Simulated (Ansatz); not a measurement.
```yaml
crystal:
  periodic: [false, false, false]
  atoms:
    - {symbol: C, position_ang: [-1.646965, 0.663444, 0.727603]}
    - {symbol: N, position_ang: [-0.262505, 0.315462, 0.632892]}
    - {symbol: C, position_ang: [0.247748, -0.109341, 1.900182]}
    - {symbol: Cu, position_ang: [0.524758, -0.140156, -0.937099]}
    - {symbol: N, position_ang: [1.400896, -0.537405, -2.615014]}
    - {symbol: H, position_ang: [-1.814134, 1.471870, 1.465526]}
    - {symbol: H, position_ang: [-2.034640, 1.021927, -0.230596]}
    - {symbol: H, position_ang: [-2.297866, -0.176230, 1.047724]}
    - {symbol: H, position_ang: [0.132874, 0.678043, 2.670163]}
    - {symbol: H, position_ang: [1.314641, -0.344546, 1.842079]}
    - {symbol: H, position_ang: [-0.260985, -1.006882, 2.308634]}
    - {symbol: H, position_ang: [0.890780, -0.133752, -3.394615]}
    - {symbol: H, position_ang: [1.460527, -1.537859, -2.774479]}
    - {symbol: H, position_ang: [2.344891, -0.164585, -2.643002]}
basis:
  gaussian: {orbitals: cc-pVTZ}
total_charge: -1
magnetization: {spin_polarized: true, initial_magnetization: 1}
hamiltonian: {xc: {name: PBE1PBE}}
accuracy: high
output: {forces: true}
```

```sh
$ ansatz run in.yaml --threads 2 --pin off --events-out ev --progress --plain --max-ram 32768MiB --backend cuda --devices 0, --max-vram 18GiB
```

Q: How does Ansatz answer? (Estimate.)

A: Computed: The input was rejected before any iteration.
```
Error: YAML parse error: error: line 22 column 19: hamiltonian.xc: no functional is named "PBE1PBE"; the names, which are not case-sensitive, are SVWN5, SPW92, PBE, PBE0, PBEsol, revPBE, revPBE0, RPBE, rPW86-PBE, HSE06, wPBEh, LC-wPBE, HISS, HF, BLYP, B3LYP, B3LYP5, BHLYP, CAM-B3LYP, r2SCAN, r2SCANh, r2SCAN0, r2SCAN50, m-r2SCAN, B97, wB97, wB97X, wB97X-V, B97M-V, wB97M-V, B2PLYP, B2GP-PLYP, PBE0-DH, PBE-QIDH
20 | total_charge: -1
21 | magnetization: {spin_polarized: true, initial_magnetization: 1}
22 | hamiltonian: {xc: {name: PBE1PBE}}
23 | accuracy: high
24 | output: {forces: true}
```

HSE06 is defined as in plane-wave codes.
